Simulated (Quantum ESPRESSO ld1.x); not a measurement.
Values are calculated unless marked as measured or tabulated.
Problem. W57+, 17 electrons, occupied as [Ne] 3s2 3p5. Level of theory: scalar-relativistic Kohn-Sham, LDA (Slater exchange, VWN5 correlation), spin-polarised, spherical densities, point nucleus; open shells are filled with parallel spins first (ld1.x of Quantum ESPRESSO 7.5). Some entries of the table are withheld. Estimate them.

orbital  occ.  eigenvalue (eV)  <r> (bohr)  r(max) (bohr)
1s up       1         -73723.7     0.01835          0.011
1s down     1         -73719.7     0.01835          0.011
2s up       1         -16138.2     0.07689          0.065
2s down     1         -16135.0     0.07688          0.065
2p up       3         -14664.4     0.06867          0.053
2p down     3         -14660.3     0.06867          0.053
3s up       1         -6342.00         (1)          0.178
3s down     1         -6333.24         (2)          0.178
3p up       3              (3)      0.1841          0.173
3p down     2              (4)      0.1841          0.173

Solution. 
(1) 3s up <r> (bohr): 0.1871
(2) 3s down <r> (bohr): 0.1872
(3) 3p up eigenvalue (eV): -5905.21
(4) 3p down eigenvalue (eV): -5896.38
